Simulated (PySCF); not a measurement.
Ge (germanium, neutral) across methods

[Ar] 3d10 4s2 4p1 4d1, one real determinant (an excited configuration). All numbers are calculated (PySCF 2.14, the spin-free X2C one-electron Hamiltonian (Gaussian nucleus), in x2c-TZVPPall with one added diffuse shell each of s, p, d type (7s6p5d1f, 57 functions)).

```csv
method,E (hartree),mean ε 4s β (eV),mean ε 4p α (eV),mean ε 4d α (eV),Σ⟨r²⟩ (bohr²),⟨S²⟩
PBE0,-2098.222,-15.146,-7.854,-0.472,62.24,2.003
PBE,-2098.201,-14.136,-6.762,-0.204,62.06,2.002
UHF,-2096.81091,-17.166,-10.574,-0.952,63.81,2.009
r2SCAN,-2098.456,-14.456,-7.125,-0.093,61.99,2.004
BLYP,-2098.597,-14.216,-6.511,-0.038,62.15,2.001
LDA,-2095.194,-14.451,-6.755,-0.070,61.20,2.001
r2SCAN0,-2098.421,-15.406,-8.101,-0.358,62.04,2.005
B3LYP,-2098.539,-15.176,-7.530,-0.367,62.15,2.002
```

(1) Estimate the same row for PBEsol.

⟨L²⟩ = 8.01 against 12 for a pure F term, so this real determinant mixes terms. The outer electron is Rydberg-like, and this basis confines it to a smaller radius and binds it less than a complete one would.

Results:

(1) E (hartree) = -2096.631; mean ε 4s β (eV) = -14.141; mean ε 4p α (eV) = -6.729; mean ε 4d α (eV) = -0.138; Σ⟨r²⟩ (bohr²) = 61.71; ⟨S²⟩ = 2.001.
